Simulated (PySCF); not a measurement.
Breaking a bond: CuF, singlet.

UHF/def2-SVP (PySCF); RHF/def2-SVP (PySCF); UKS-PBE0 = unrestricted PBE0/def2-SVP run with PySCF; RKS-PBE0 = PySCF with restricted PBE0/def2-SVP; UKS-wB97X-V = PySCF 2.14.0 with unrestricted wB97X-V/def2-SVP; RKS-wB97X-V = restricted wB97X-V/def2-SVP in PySCF; UKS-M06-2X = unrestricted M06-2X/def2-SVP (PySCF); RKS-M06-2X = restricted M06-2X/def2-SVP (PySCF).

Scanned distances (Å): 1.40, 1.49, 1.59, 1.65, 1.70, 1.76, 1.83, 1.85, 1.96, 2.03, 2.17, 2.36, 2.67, 2.89, 3.14, 3.52, 3.90, 4.37, 4.76, 5.32, 6.17, 7.03.

Question: Where does the unrestricted solution first break spin symmetry (<S²> of 0.01 or more)?

Answer: UHF: already at 1.40 Å; UKS-PBE0: between 2.36 and 2.67 Å; UKS-wB97X-V: between 2.36 and 2.67 Å; UKS-M06-2X: between 2.36 and 2.67 Å.

| R / Å | <S²> UHF | E(RHF) − E(UHF) / kJ/mol | <S²> UKS-PBE0 | E(RKS-PBE0) − E(UKS-PBE0) / kJ/mol | <S²> UKS-wB97X-V | E(RKS-wB97X-V) − E(UKS-wB97X-V) / kJ/mol | <S²> UKS-M06-2X | E(RKS-M06-2X) − E(UKS-M06-2X) / kJ/mol |
|---|---|---|---|---|---|---|---|---|
| 1.40 | 0.85 | 56.8 | 0.00 | 0.0 | 0.00 | 0.0 | 0.00 | 0.0 |
| 1.49 | 0.00 | 0.0 | 0.00 | 0.0 | 0.00 | 0.0 | 0.00 | 0.0 |
| 1.59 | 0.00 | 0.0 | 0.00 | 0.0 | 0.00 | 0.0 | 0.00 | 0.0 |
| 1.65 | 0.00 | 0.0 | 0.00 | 0.0 | 0.00 | 0.0 | 0.00 | 0.0 |
| 1.70 | 0.00 | 0.0 | 0.00 | 0.0 | 0.00 | 0.0 | 0.00 | 0.0 |
| 1.76 | 0.00 | 0.0 | 0.00 | 0.0 | 0.00 | 0.0 | 0.00 | 0.0 |
| 1.83 | 0.00 | 0.0 | 0.00 | 0.0 | 0.00 | 0.0 | 0.00 | 0.0 |
| 1.85 | 0.00 | 0.0 | 0.00 | 0.0 | 0.00 | 0.0 | 0.00 | 0.0 |
| 1.96 | 0.00 | 0.0 | 0.00 | 0.0 | 0.00 | 0.0 | 0.00 | 0.0 |
| 2.03 | 0.00 | 0.0 | 0.00 | 0.0 | 0.00 | 0.0 | 0.00 | 0.0 |
| 2.17 | 0.00 | 0.0 | 0.00 | 0.0 | 0.00 | 0.0 | 0.00 | 0.0 |
| 2.36 | 0.00 | 0.0 | 0.00 | 0.0 | 0.00 | 0.0 | 0.00 | 0.0 |
| 2.67 | 0.81 | 13.2 | 0.25 | 5.5 | 0.11 | 0.8 | 0.07 | 0.2 |
| 2.89 | 0.91 | 61.2 | 0.40 | 16.1 | 0.33 | 9.3 | 0.39 | 9.3 |
| 3.14 | 0.96 | 113.0 | 0.52 | 30.3 | 0.50 | 25.6 | 0.57 | 28.2 |
| 3.52 | 0.99 | 178.3 | 0.63 | 51.1 | 0.67 | 54.4 | 0.71 | 57.5 |
| 3.90 | 1.00 | 227.4 | 0.70 | 68.5 | 0.78 | 81.7 | 0.80 | 83.3 |
| 4.37 | 1.00 | 272.7 | 0.75 | 85.0 | 0.88 | 111.0 | 0.88 | 109.7 |
| 4.76 | 1.00 | 302.0 | 0.78 | 95.3 | 0.94 | 131.9 | 0.92 | 126.9 |
| 5.32 | 1.00 | 335.3 | 0.81 | 106.2 | 0.99 | 157.3 | 0.96 | 145.8 |
| 6.17 | 1.00 | 371.4 | 0.83 | 116.8 | 1.00 | 185.6 | 1.00 | 165.7 |
| 7.03 | 1.00 | 396.7 | 0.85 | 123.8 | 1.00 | 205.1 | 1.00 | 179.4 |
